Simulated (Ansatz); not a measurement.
Reactions of `F[SiH2]N[SiH2][SiH3]`.

Program: Ansatz. Geometries: PBE0-D4/def2-TZVP. ΔE: electronic, gas phase. CBS: MP2 limit from def2 TZ/QZ plus the TZ coupled-cluster correction, frozen cores. This one scheme is used for every species. Functionals use def2-TZVPP. B3LYP here is the variant with VWN-RPA as its local correlation; programs differ in this. Each species was taken in one conformer, which may not be the lowest.

```json
{"reaction": "`F[SiH2]N[SiH2][SiH3]` + `C=C([SiH3])CF` → `C=C([SiH3])[SiH2][SiH3]` + `FCN[SiH2]F`", "CCSD(T)/CBS(def2) (kJ/mol)": "58"}
{"reaction": "`F[SiH2]N[SiH2][SiH3]` + `C=C[Si](O)(O)O` → `F[SiH2]N[SiH3]` + `C=C[Si](O)(O)O[SiH3]`", "CCSD(T)/CBS(def2) (kJ/mol)": "-106"}
{"reaction": "`F[SiH2]N[SiH2][SiH3]` + H₂ → `[SiH3][SiH3]` + `N[SiH2]F`", "CCSD(T)/CBS(def2) (kJ/mol)": "27"}
{"reaction": "`F[SiH2]N[SiH2][SiH3]` + `F[SiH3]` → `F[SiH2][SiH2]F` + `N[SiH2][SiH3]`", "CCSD(T)/CBS(def2) (kJ/mol)": "?"}
```

Q: Fill in the missing values. (An estimate is asked.)

A: The calculation gave: `F[SiH2]N[SiH2][SiH3]` + `F[SiH3]` → `F[SiH2][SiH2]F` + `N[SiH2][SiH3]`: +103.4 kJ/mol.

Largest T1 diagnostic: 0.013, for `C=C([SiH3])[SiH2][SiH3]`.
